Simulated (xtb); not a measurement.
Bi(Cl)2(Me) (CH3BiCl2), SMILES [CH3][Bi]([Cl])[Cl]. All values are semi-empirical tight-binding results from xtb (GFN2-xTB unless named), good for trends rather than for accurate numbers. Geometry: GFN2-xTB. The structure was generated by enumeration; whether it is a known compound was not checked.

Optimised geometry:

Bonded distances (Å): Bi1–Cl2 2.489, Bi1–Cl3 2.489, Bi1–C4 2.248, C4–H5 1.081, C4–H6 1.080, C4–H7 1.079. Bond angles (°): Cl2–Bi1–Cl3 95.1, Cl2–Bi1–C4 91.7, Cl3–Bi1–C4 91.9, Bi1–C4–H5 109.8, Bi1–C4–H6 109.5, Bi1–C4–H7 108.4, H5–C4–H6 110.0, H5–C4–H7 109.6, H6–C4–H7 109.5.
Charge 0, spin multiplicity 1.

For metal compounds this method's bond lengths and energies can be far off.

### Question
Estimate the properties. (Estimate from the structure and the level; the computed values follow.)

### Answer

```json
{
  "orbital_gap": "5.04 eV",
  "zero_point_energy": "23.7 kcal/mol",
  "G − E(el) at 298.15 K (modified RRHO)": "2.0 kcal/mol"
}
```

Computed atomic charges and the Wiberg bond orders between heavy atoms:
charges (e) Bi1 0.69, Cl2 -0.33, Cl3 -0.33, C4 -0.21, H5 0.05, H6 0.05, H7 0.07. Bond orders Bi1–Cl2 0.88, Bi1–Cl3 0.88, Bi1–C4 0.97.
